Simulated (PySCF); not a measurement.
Cd(Cl)(SeH) (CdClHSe), SMILES [Cl][Cd][SeH].

Geometry optimised at B3LYP-D3(BJ)/def2-TZVP. The def2 effective core potentials stand for the cores of Cd; spin–orbit coupling is left out. One conformer was computed; it need not be the lowest.

All values below come from r2SCAN/def2-TZVPD (PySCF).

Symmetry labels are those of the subgroup Cs that the program uses (full group Cs).

List the valence orbital energies around the gap with their symmetry. (The exact figures need the calculation; the answer reports its results.)


```json
[
 {"orbital": "HOMO−7", "symmetry": "A\"", "energy (eV)": "-14.19"},
 {"orbital": "HOMO−6", "symmetry": "A'", "energy (eV)": "-14.19"},
 {"orbital": "HOMO−5", "symmetry": "A'", "energy (eV)": "-10.13"},
 {"orbital": "HOMO−4", "symmetry": "A'", "energy (eV)": "-9.25"},
 {"orbital": "HOMO−3", "symmetry": "A'", "energy (eV)": "-8.04"},
 {"orbital": "HOMO−2", "symmetry": "A\"", "energy (eV)": "-7.74"},
 {"orbital": "HOMO−1", "symmetry": "A'", "energy (eV)": "-7.72"},
 {"orbital": "HOMO", "symmetry": "A\"", "energy (eV)": "-6.46"},
 {"orbital": "LUMO", "symmetry": "A'", "energy (eV)": "-2.65"},
 {"orbital": "LUMO+1", "symmetry": "A'", "energy (eV)": "-1.35"},
 {"orbital": "LUMO+2", "symmetry": "A\"", "energy (eV)": "-0.92"},
 {"orbital": "LUMO+3", "symmetry": "A'", "energy (eV)": "-0.50"}
]
```
